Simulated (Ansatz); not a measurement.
`[GeH3][SiH2][GeH3]` + `CN1C=C1` → `[GeH3][CH2]N1C=C1` + `[SiH3][GeH3]`  (formal exchange of groups at a Ge–Si bond)

Computed with Ansatz on PBE0-D4/def2-TZVP structures; ΔE is electronic, products minus reactants. CCSD(T)/CBS is the MP2 limit (def2-TZVPP, def2-QZVPP) plus CCSD(T) − MP2 in def2-TZVPP, frozen cores. DFT in def2-TZVPP. B3LYP here is the variant with VWN-RPA as its local correlation; programs differ in this. For Ge outer-core shells are correlated without core-valence functions, which leaves a few kJ/mol of doubt a bond. Scalar relativity is left out up to krypton. One conformer a species, not always the lowest.

(1) Is it downhill or uphill in electronic energy at CCSD(T)/CBS, and by how much? (Estimate.)

(2) What do these levels give: B3LYP-D4, PBE, r2SCAN, B3LYP, HF/def2-TZVPP, MP2/def2-QZVPP? (An estimate is asked.)

Largest T1 diagnostic among the species: 0.012.

Results:

(1) The calculation gave: Uphill: ΔE = +40.0 kJ/mol.

(2) Computed: B3LYP-D4 43.1, PBE 50.2, r2SCAN 46.7, B3LYP 44.1, HF/def2-TZVPP 38.9, MP2/def2-QZVPP 35.8 kJ/mol.
